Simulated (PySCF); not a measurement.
BF3OEt2, C₄H₁₀BF₃O.
InChI=1S/C4H10BF3O/c1-3-9(4-2)5(6,7)8/h3-4H2,1-2H3

Torsions of this conformer, `[CH3:1][CH2:2][O+:3]([CH2:4][CH3:5])[B-:6]([F:7])([F:8])[F:9]`: C1–C2–O3–C4 129°, C2–O3–C4–C5 -75°, C2–O3–B6–F7 170°.

The closed-shell ground state was solved at several levels (PySCF, density fitting, gas phase, non-relativistic). Geometry: GFN2-xTB, one conformer, isolated molecule.

```csv
level,basis functions,HOMO (eV),LUMO (eV),gap (eV),dipole (D)
LDA/pcSseg-1,203,-7.84,-0.10,7.74,5.66
KT3/pcSseg-1,203,-7.89,0.01,7.90,5.56
BP86/pcSseg-1,203,-7.81,0.22,8.03,5.59
PBE0/MINI,55,-9.13,1.32,10.45,5.38
OPBE/pcSseg-1,203,-7.66,0.43,8.09,5.57
PBE0/pcseg-1,176,-9.38,0.95,10.33,5.77
PBE0/ANO-RCC-VDZP,176,-9.33,0.06,9.39,5.91
```

What might HF/pcSseg-1 (203 basis functions) give for the same quantities?

HOMO -13.34 eV, LUMO 3.81 eV, gap 17.15 eV, dipole 6.02 D.

Over all these levels, which gives the widest orbital gap and which the narrowest?

HF/pcSseg-1 (Hartree–Fock, all exact exchange) has the widest, 17.15 eV, and LDA/pcSseg-1 (LDA) the narrowest, 7.74 eV. The two share the basis. From the narrowest to the widest the HOMO moves by -5.50 eV and the LUMO by +3.91 eV.

How much does the basis alone move the frontier levels among the 3 PBE0 rows?

The HOMO by 0.25 eV and the LUMO by 1.26 eV. By rising basis size (HOMO, LUMO in eV): MINI -9.13, 1.32; pcseg-1 -9.38, 0.95; ANO-RCC-VDZP -9.33, 0.06.

How far do the dipole and the HOMO energy spread over the levels?

The dipole runs from 5.38 to 6.02 D (mean 5.68 D) and the HOMO from -13.34 to -7.66 eV.
